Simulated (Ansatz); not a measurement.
Reaction (formal exchange of groups at a Ti–I bond): `[F][Ti]([F])([Cl])[I]` + CH₄ → `[CH3][Ti]([F])([F])[Cl]` + HI

Program: Ansatz. Geometries: PBE0-D4/def2-TZVP. ΔE: electronic, gas phase. CBS: MP2 limit from def2 TZ/QZ plus the TZ coupled-cluster correction, frozen cores. This one scheme is used for every species. DFT in def2-TZVPP. HSE06 is defined as in plane-wave codes. def2 core potentials past Kr. For I, Ti outer-core shells are correlated without core-valence functions, which leaves a few kJ/mol of doubt a bond. Scalar relativity is left out up to krypton.

Task: Is it downhill or uphill in electronic energy at CCSD(T)/CBS, and by how much? (An estimate is asked.)

Result: Computed: Uphill: ΔE = +156.8 kJ/mol.

Task: What do these levels give: PBE-D4, HSE06-D4, r2SCAN, HSE06, MP2/def2-SVP, CCSD/def2-TZVPP? (An estimate is asked.)

Result: Ansatz gave: PBE-D4 170.5, HSE06-D4 163.4, r2SCAN 171.8, HSE06 161.8, MP2/def2-SVP 191.0, CCSD/def2-TZVPP 143.9 kJ/mol.

Largest T1 diagnostic among the species: 0.023, so the coupled-cluster value is less sure than usual.

From PBE to PBE0 (25 % exact exchange), in def2-TZVPP and without D4, ΔE moves by −7.7 kJ/mol. At CCSD(T), def2-SVP lies +12.0 kJ/mol from the extrapolated value and def2-TZVPP +3.2 kJ/mol. Leaving LDA and LC-ωPBE aside and taking each functional with its dispersion term where it has one, the values, not all of them listed here, spread over 25.3 kJ/mol, from ωB97M-V to B2PLYP.
